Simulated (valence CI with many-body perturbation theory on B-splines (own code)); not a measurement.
**Questions on Ir62+**

Calculated by configuration interaction combined with many-body perturbation theory (CI+MBPT): five valence electrons over a frozen Dirac-Fock core [Ne], a basis of 9 s, 9 p, 8 d, 6 f, 3 g, 1 h functions for each j, with the one-electron correlation potential Σ1 (screened to all orders), the two-electron term Σ2, the three-electron term Σ3, Breit, model QED; selected single and double excitations, second order for the rest (own B-spline code, finite nucleus).

The last digits are not significant, and no measured levels were compared; by estimate large intervals hold to a few tenths of a per cent, small ones and those within an open d or f shell to about a per cent. Among the levels kept, up to 640 cm⁻¹ of a level comes from second order outside the variational space, and about a tenth of that is noise between levels of different J, which matters for small intervals.

Levels are named by their leading jj configuration (3d3/2^4 stands for four electrons in 3d with j = 3/2), which in mixed levels can hold well under half, so a name can repeat and another be missing.

Rates and lifetimes use the calculated energies. Strong lines usually hold to 10 to 20 %, long lifetimes can be off by a factor of two.

Q: What is the ground level?

A: (3s^2 3p1/2^2 3p3/2) J=3/2, composition 48 % 3s2 3p3 2P° + 27 % 3s2 3p3 2D° + 24 % 3s2 3p3 4S°, g = 1.337.

Q: What is the ionisation energy?

A: 6711.2 eV; NIST lists 6708 ± 15 eV (theoretical).

Q: What are the static dipole polarisabilities of the lowest levels?

A: (3s^2 3p1/2^2 3p3/2) J=3/2 0.00224 (tensor 0.00017) bohr³, of which the core gives 3.70e-05.

Q: Name the longest-lived excited levels whose lifetime is computed, and their main decay.

A: (3s^2 3p1/2 3p3/2 3d5/2) J=9/2 at 766.0 eV lives 76.0 ns, mostly by E2 to (3s^2 3p1/2^2 3d5/2) J=5/2; (3s^2 3p1/2 3p3/2^2) J=5/2 at 427.8 eV lives 3.45 ns, mostly by E1 to (3s^2 3p1/2^2 3d3/2) J=3/2; (3s^2 3p1/2 3p3/2^2) J=1/2 at 444.0 eV lives 2.48 ns, mostly by M1 to (3s^2 3p1/2^2 3p3/2) J=3/2.

Q: Among levels below 1063.1 eV, which E1 lines absorb most strongly from the ground level?

A: to (3s^2 3p1/2 3p3/2 3d3/2) J=3/2 at 1.744 nm, f = 0.378; to (3s^2 3p1/2 3p3/2 3d3/2) J=5/2 at 1.774 nm, f = 0.302; to (3s^2 3p1/2 3p3/2 3d3/2) J=1/2 at 1.746 nm, f = 0.132.
